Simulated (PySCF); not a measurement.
## Structure from 2D NMR

Compound of formula C4H8O3Si. Correlations simulated from computed shifts and the bond graph:

HSQC (one-bond C–H):
```csv
δH,δC
5.93,99.6
4.61,99.6
3.77,56.6
```

COSY cross peaks (H two or three bonds apart, from the bond graph; peaks can be absent where the dihedral angle is near 90°):
```csv
δH,δH
5.93,4.61
```

HMBC (two and three bonds, from the bond graph):
```csv
δH,δC
5.93,"169.4, 161.1"
4.87,169.4
4.61,"169.4, 161.1"
3.77,161.1
```

Carbons without hydrogens: δ 169.4, 161.1.

PySCF calculation with geometry: GFN2-xTB and GIAO PBE0/pcSseg-1 shieldings; non-relativistic Hamiltonian, in vacuum, rapidly exchanging positions averaged, one conformer.

Referencing at the same level of theory: 1H and 13C vs TMS.

Exchangeable hydrogens are left out of these lists.

**Question.** Which molecule is this?

**Answer.** `InChI=1S/C4H8O3Si/c1-3(6-2)4(5)7-8/h1H2,2,8H3`.

Mapped SMILES: `[CH2:1]=[C:2]([O:3][CH3:4])[C:5](=[O:6])[O:7][SiH3:8]` (H(Xn): hydrogen on atom n). Ha(C1) is cis to O3; Hb(C1) is trans to O3.

- δC 169.4 is C5, a carbonyl carbon.
- δC 161.1 is C2, an alkene carbon bearing oxygen.
- δC 99.6 is C1, a β carbon of a C=C–C=O unit (δH 5.93, 4.61).
- δC 56.6 is C4, a methyl carbon bonded to O (δH 3.77).
- HMBC from δH 5.93 reaches the proton-free carbons C5, C2.
- HMBC from δH 4.87 reaches the proton-free carbon C5.
- HMBC from δH 4.61 reaches the proton-free carbons C5, C2.
- HMBC from δH 3.77 reaches the proton-free carbon C2.
- COSY links 5.93–4.61.

The shifts were computed for this structure.

Shifts are as computed. Against solution values, carbons near 30 ppm lie about +3 ppm off and those near 130 ppm about +5 ppm. Of 1211 compounds with measured shifts, 218 miss one by over three times the rms of a fit or turn the order of signals round; such compounds aren't used in these exercises.
